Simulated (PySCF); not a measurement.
A GIAO shielding run with PySCF 2.14 (density fitting, non-relativistic, gas phase) on `[SiH3]C[C@@H]1C[C@@H]2C=C[C@H]1C2`, C$_{8}$H$_{14}$Si:

```
$ OMP_NUM_THREADS=1 python probes_run.py task.json out

{"job": {"kind": "nmr", "xc": "PBE0", "basis": "pcSseg-1"}, "charge": 0, "multiplicity": 1}
Si     2.949210     0.290752    -0.588786
C      1.439553    -0.859566    -0.478053
C      0.345710    -0.366256     0.461715
C     -0.902727    -1.277857     0.492383
C     -2.056705    -0.309473     0.143832
C     -1.840509     0.076785    -1.296902
C     -0.771071     0.860355    -1.341767
C     -0.259521     1.007345     0.067009
C     -1.579373     0.966291     0.844912
H      4.012419    -0.404284    -1.317890
H      3.412121     0.620210     0.762108
H      2.616948     1.527770    -1.297442
H      1.767174    -1.844128    -0.133962
H      1.015220    -1.006833    -1.473267
H      0.766523    -0.278870     1.468323
H     -1.054104    -1.716126     1.479075
H     -0.834282    -2.088473    -0.233293
H     -3.047244    -0.680911     0.396599
H     -2.429307    -0.296708    -2.115313
H     -0.289863     1.282197    -2.205742
H      0.403125     1.849691     0.251559
H     -2.218201     1.825009     0.641256
H     -1.449848     0.850063     1.920198
```

Hardware: 1 thread of an Intel Xeon 6975P-C, shared host. The job also computes population analyses, field gradients, ring-centre shieldings.

Problem. How large is the calculation?

Solution. 76 electrons, 230 basis functions and 1209 auxiliary functions.

Problem. How long does it take, and how much memory does it need?

Solution. 39 s of wall time, with 14 SCF cycles and 4 response iterations; peak memory 1.1 GiB. Times on a shared host scatter by some tens of per cent.
